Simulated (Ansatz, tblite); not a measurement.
Forces on [GaCl4]- (GaCl4⁻) at its PBE-D4/def2-SVPD geometry. Total charge -1; singlet.

The xTB rows come from tblite.

GFN1-xTB (tblite), largest force 0.62 eV/Å:

```xyz
5
positions Å, forces eV/Å
Ga    0.000    0.000    0.000    0.000    0.000    0.000
Cl   -0.963    2.003    0.217    0.269   -0.560   -0.061
Cl   -1.212   -1.263   -1.387    0.339    0.353    0.387
Cl    0.116   -0.990    1.999   -0.033    0.277   -0.559
Cl    2.059    0.250   -0.828   -0.575   -0.070    0.231
```

GFN2-xTB (tblite), largest force 0.56 eV/Å:

```
Ga 0.000 0.000 0.000
Cl 0.242 -0.503 -0.054
Cl 0.304 0.317 0.348
Cl -0.029 0.249 -0.502
Cl -0.517 -0.063 0.208
```

PBE0-D4/def2-TZVPD (Ansatz), largest force 0.46 eV/Å:

```
Ga 0.000 0.000 0.000
Cl 0.197 -0.409 -0.044
Cl 0.248 0.258 0.283
Cl -0.024 0.202 -0.409
Cl -0.421 -0.051 0.169
```
